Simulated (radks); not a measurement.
Results of a calculation; reference values are marked as such.
Task: The table gives one normalised radial function P(r) = r R(r) (large component) of Ti in [Ar] 3d2 4s2 (r in bohr). Level of theory: Dirac Kohn-Sham, PBEsol, spin-unpolarised, spherical densities, finite nucleus; open shells fill j = l - 1/2 first; Fermi nuclear charge, rms radius 3.5921 fm (a radial shooting solver on a logarithmic mesh with Libxc functionals).

r          P
0.003932  0.0049
0.004505  0.0064
0.005161  0.0084
0.005913  0.0109
0.00672   0.0140
0.007699  0.0181
0.008821  0.0235
0.01011   0.0304
0.01158   0.0392
0.01326   0.0505
0.0152    0.0648
0.01741   0.0830
0.01995   0.1059
0.02285   0.1347
0.02618   0.1704
0.03      0.2146
0.03437   0.2687
0.03937   0.3343
0.04511   0.4129
0.05168   0.5058
0.05874   0.6070
0.06729   0.7293
0.0771    0.8660
0.08833   1.0147
0.1012    1.1712
0.1159    1.3295
0.1328    1.4809
0.1522    1.6152
0.1744    1.7204
0.1998    1.7845
0.2289    1.7968
0.2622    1.7501
0.3004    1.6426
0.3442    1.4791
0.3943    1.2713
0.4517    1.0373
0.5134    0.8125
0.5882    0.5889
0.6739    0.3973
0.7721    0.2471
0.8846    0.1402
1.013     0.0717
1.161     0.0327
1.33      0.0131
1.524     0.0045
1.746     0.0013
2         0.0003
2.292     0.0001
2.626     0.0000
3.008     0.0000
3.446     0.0000
3.948     0.0000
4.488     0.0000
5.141     0.0000
5.89      0.0000
6.749     0.0000
7.732     0.0000
8.858     0.0000
10.15     0.0000
11.63     0.0000

Which n and l does it have? It may be an empty orbital.

Result: n = 2, l = 1: the number of nodes gives n - l - 1 = 0, the rise at small r points to l (this Dirac orbital starts outside the nucleus as r^gamma with gamma = sqrt((l + 1)^2 - (Z/c)^2) = 1.99; the j = 3/2 orbital of l + 1 starts with the same power, but with a smaller coefficient, and then steepens), and the extent must fit the shell. The curve is that of 2p3/2; the two j differ most near the nucleus, where j = l - 1/2 has the larger amplitude, and in heavy atoms j = l - 1/2 is also the more compact. 2p3/2: eigenvalue -441.85 eV, 0 radial nodes, <r> = 0.291 bohr, 90 % of the charge inside 0.478 bohr.
